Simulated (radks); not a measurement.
Trend from Zr4+ to Cd4+: ionisation energy by Delta-SCF between NIST ground configurations, and size. All-electron calculation, scalar-relativistic Kohn-Sham, r2SCAN, spin-unpolarised, spherical densities, finite nucleus; meta-GGA in the generalised Kohn-Sham scheme; Fermi nuclear charge, rms radius of each element as measured or else 0.836 A^(1/3) + 0.57 fm. Program: a radial shooting solver on a logarithmic mesh with Libxc functionals.

| species | configuration | configuration of the ion | IE (eV) | NIST (eV) | kind | -e(HOMO) (eV) | outermost | <r> outermost (bohr) | r at 0.001 e/bohr^3 (bohr) |
|---|---|---|---|---|---|---|---|---|---|
| Zr4+ | [Kr] | [Ar] 3d10 4s2 4p5 | 81.658 | 80.35 | semi-emp. | 73.545 (4p) | 4p | 1.31 | 2.88 |
| Nb4+ | [Kr] 4d1 | [Kr] | 49.591 | 50.573 | exp. | 42.857 (4d) | 4d | 1.59 | 2.99 |
| Mo4+ | [Kr] 4d2 | [Kr] 4d1 | 52.997 | 54.42 | semi-emp. | 45.919 (4d) | 4d | 1.51 | 3.02 |
| Tc4+ | [Kr] 4d3 | [Kr] 4d2 | 56.258 | 57 | theory | 48.875 (4d) | 4d | 1.43 | 3.02 |
| Ru4+ | [Kr] 4d4 | [Kr] 4d3 | 59.438 | 59 | theory | 51.760 (4d) | 4d | 1.36 | 3.00 |
| Rh4+ | [Kr] 4d5 | [Kr] 4d4 | 62.558 | 63 | theory | 54.592 (4d) | 4d | 1.30 | 2.96 |
| Pd4+ | [Kr] 4d6 | [Kr] 4d5 | 65.630 | 61 | theory | 57.382 (4d) | 4d | 1.25 | 2.92 |
| Ag4+ | [Kr] 4d7 | [Kr] 4d6 | 68.664 | 65 | theory | 60.137 (4d) | 4d | 1.19 | 2.88 |
| Cd4+ | [Kr] 4d8 | [Kr] 4d7 | 71.666 | 68 | theory | 62.865 (4d) | 4d | 1.15 | 2.84 |

Reference values: NIST Atomic Spectra Database (exp. = measured, semi-emp. = semi-empirical, theory = theoretical value adopted there). Spin polarisation and multiplet splitting are left out, so open shells lie too high by an amount that depends on their filling.

Beside tabulated values, note that spin-unpolarised runs miss the spin-polarisation part of the exchange energy of open shells.
